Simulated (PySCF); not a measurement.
Compound: C4HCl3O2.
Cartesian coordinates in Å at the GFN2-xTB level; atoms count from 1:
```xyz
10
C4HCl3O2 angstrom
O      0.402    2.735   -0.353
C      0.266    1.606   -0.207
C      0.205    0.303   -0.025
C      1.430   -0.470    0.264
O      2.542   -0.037    0.356
C     -1.098   -0.422   -0.093
Cl    -2.402    0.707   -0.539
Cl    -1.036   -1.727   -1.306
Cl    -1.495   -1.152    1.490
H      1.195   -1.540    0.391
```

Computed at PBE0/pcSseg-1 (PySCF, non-relativistic), with Q(17O) = −0.0256 b, Q(35Cl) = −0.0817 b: O1, 17O (I = 5/2): χzz = 4.956 MHz, η = 0.724; O5, 17O (I = 5/2): χzz = 11.44 MHz, η = 0.437; Cl7, 35Cl (I = 3/2): χzz = -83.81 MHz, η = 0.039.

(1) Find the zero-field quadrupole resonance frequencies of 17O at O1.

(2) Where would the pure quadrupole (NQR) lines of 17O at O5 fall for the rigid, isolated species?

(3) Where would the pure quadrupole (NQR) lines of 35Cl at Cl7 fall for the rigid, isolated species?

(4) Apply the simplest Townes–Dailey estimate (no s hybridisation, no π bonding), ionic character = 1 − χzz/χ0, where χ0 is the coupling for one missing p electron along the bond: −109.74 MHz for 35Cl.

## Answers

(1) From the eigenvalues of H = χ/[4I(2I − 1)] × [3Iz² − I(I + 1) + η(Ix² − Iy²)], steps between neighbouring levels, labelled as for η = 0: ±1/2↔±3/2 1.084 MHz, ±3/2↔±5/2 1.372 MHz (oxygen bonded to C).

(2) From the eigenvalues of H = χ/[4I(2I − 1)] × [3Iz² − I(I + 1) + η(Ix² − Iy²)], steps between neighbouring levels, labelled as for η = 0: ±1/2↔±3/2 2.041 MHz, ±3/2↔±5/2 3.314 MHz (aldehyde oxygen).

(3) From ν = (|χ|/2)√(1 + η²/3): ν = 41.92 MHz (chlorine of a CCl3 group). For 37Cl the ratio of quadrupole moments, 0.7881, gives 33.03 MHz.

(4) Cl7 on C6: 1 − (-83.81)/(-109.74) = 0.24. In this model a purely covalent bond gives χ0 and a free halide ion gives zero; s hybridisation or π bonding, where present, is counted here as ionic character.

In a crystal, neighbours and librations shift these lines. GFN2-xTB bond lengths can be off by several hundredths of an ångström, more for odd bonds, and the gradients follow them. These gradients aren't converged with respect to the basis.

One conformer stands for the species.
